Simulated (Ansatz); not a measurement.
Consider the ligand exchange at the Si–O bond: `O[Si](O)(O)[O][Ti]([Cl])([Cl])[Cl]` + H₂Se → `O[Si](O)(O)[SeH]` + `[OH][Ti]([Cl])([Cl])[Cl]`.

Program: Ansatz. Geometries: PBE0-D4/def2-TZVP. ΔE: electronic, gas phase. CCSD(T)/CBS adds triple-zeta CCSD(T) − MP2 to the extrapolated MP2 energy (def2 sets, frozen cores). DFT in def2-TZVPP. For Se, Ti outer-core shells are correlated without core-valence functions, which leaves a few kJ/mol of doubt a bond. Scalar relativity is left out up to krypton. Each species was taken in one conformer, which may not be the lowest.

`O[Si](O)(O)[O][Ti]([Cl])([Cl])[Cl]`:

```xyz
12

O     0.803   -0.892    1.864
Si    1.018   -0.354    0.353
O     2.026   -1.345   -0.437
O     1.609    1.155    0.218
O    -0.502   -0.372   -0.292
Ti   -2.057    0.292   -0.706
Cl   -3.627   -0.708    0.422
Cl   -1.962    2.411   -0.158
Cl   -2.390    0.088   -2.850
H     1.577   -1.164    2.360
H     2.470   -1.002   -1.214
H     1.036    1.892    0.439
```

H₂Se:

```xyz
3

Se    0.475   -0.004   -0.492
H     0.359    0.648    0.817
H    -0.834   -0.644   -0.324
```

`O[Si](O)(O)[SeH]`:

```xyz
9

O    -0.304    1.401    0.490
Si    0.073   -0.155    0.151
O     0.036   -1.184    1.412
O     1.606   -0.109   -0.405
Se   -1.482   -1.050   -1.236
H    -1.227    1.588    0.669
H     0.858   -1.304    1.892
H     1.882    0.696   -0.845
H    -1.441    0.117   -2.127
```

`[OH][Ti]([Cl])([Cl])[Cl]`:

```xyz
6

O     0.446    1.166   -0.615
Ti    0.001   -0.336    0.152
Cl    1.767   -1.595    0.364
Cl   -0.862    0.090    2.107
Cl   -1.502   -1.341   -1.063
H     0.150    2.016   -0.945
```

(1) Is it downhill or uphill in electronic energy at CCSD(T)/CBS, and by how much? (An estimate is asked.)

(2) What do these levels give: PBE-D4, r2SCANh-D4, r2SCAN0-D4, CAM-B3LYP-D4, HF/def2-QZVPP, SCS-MP2/def2-QZVPP? (An estimate is asked.)

(3) What do rigid-rotor, harmonic-oscillator terms from PBE0-D4/def2-TZVP frequencies (298.15 K, 1 bar) make of the CCSD(T)/CBS value? (Estimate.)

Largest T1 diagnostic among the species: 0.024, so the coupled-cluster value is less sure than usual.

## Answers

(1) Ansatz gave: Uphill: ΔE = +19.7 kcal/mol.

(2) Computed: PBE-D4 16.0, r2SCANh-D4 19.3, r2SCAN0-D4 19.6, CAM-B3LYP-D4 21.6, HF/def2-QZVPP 24.4, SCS-MP2/def2-QZVPP 20.3 kcal/mol.

(3) The calculation gave: ΔZPE = +1.3 kcal/mol, ΔH = +20.7 kcal/mol, ΔS = 14 J/(mol·K), ΔG = +19.8 kcal/mol. Modes under 50 cm⁻¹ make the entropy rough.

From BLYP to BHLYP (50 % exact exchange), in def2-TZVPP and without D4, ΔE moves by +3.2 kcal/mol. The D4 term adds +1.4 kcal/mol with B3LYP and +1.0 kcal/mol with PBE0; it sums over pairs of atoms, weighted by their polarisabilities, and B3LYP, whose exchange is more repulsive, gets the larger term.

B3LYP here is the variant with VWN-RPA as its local correlation; programs differ in this.
